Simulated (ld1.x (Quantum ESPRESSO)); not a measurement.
# An all-electron radial function and its pseudo partner (thallium)

Columns: radius, all-electron u(r) and pseudo u(r) of the 6p shell (level -16.32 eV) of thallium in the configuration [Xe] 4f14 5d10 6s1 6p0; LDA (PZ), scalar-relativistic, TM scheme, ld1.x (Quantum ESPRESSO) 7.5.

| r (bohr) | all-electron | pseudo |
| --- | --- | --- |
| 0.113 | -0.1278 | 0.0023 |
| 0.225 | 0.0628 | 0.0090 |
| 0.338 | 0.1983 | 0.0203 |
| 0.450 | 0.0594 | 0.0357 |
| 0.563 | -0.1419 | 0.0555 |
| 0.675 | -0.2769 | 0.0791 |
| 0.788 | -0.3204 | 0.1067 |
| 0.900 | -0.2877 | 0.1380 |
| 1.013 | -0.2043 | 0.1733 |
| 1.125 | -0.0951 | 0.2122 |
| 1.238 | 0.0249 | 0.2556 |
| 1.350 | 0.1423 | 0.3025 |
| 1.463 | 0.2525 | 0.3536 |
| 1.575 | 0.3501 | 0.4072 |
| 1.688 | 0.4349 | 0.4625 |
| 1.800 | 0.5053 | 0.5160 |
| 1.913 | 0.5628 | 0.5657 |
| 2.025 | 0.6072 | 0.6076 |
| 2.138 | 0.6403 | 0.6403 |
| 2.250 | 0.6627 | 0.6627 |
| 2.363 | 0.6761 | 0.6761 |
| 2.475 | 0.6814 | 0.6814 |
| 2.588 | 0.6797 | 0.6797 |
| 2.700 | 0.6722 | 0.6722 |
| 2.813 | 0.6597 | 0.6597 |
| 2.925 | 0.6433 | 0.6433 |

(1) How many radial nodes do the two functions have?

(2) At about which radius was the pseudo-wave matched?

(3) Where does each function peak?

(4) Is the pseudo-wave norm-conserving?

Answers

(1) The all-electron 6p function has n − l − 1 = 4 (the table is too coarse to show those close to the nucleus); the pseudo-wave has 0, since the states of the same l below it are removed with the core.

(2) 2.25 bohr. The columns agree to 0.0005 from 2.02 bohr on; several derivatives are matched, so the curves merge somewhat inside the radius.

(3) Outermost all-electron maximum near 2.48 bohr, pseudo maximum near 2.48 bohr (to the table’s step).

(4) Yes: the TM scheme keeps the norm inside the radius equal to the all-electron one, which fixes the energy derivative of the logarithmic derivative at the level.
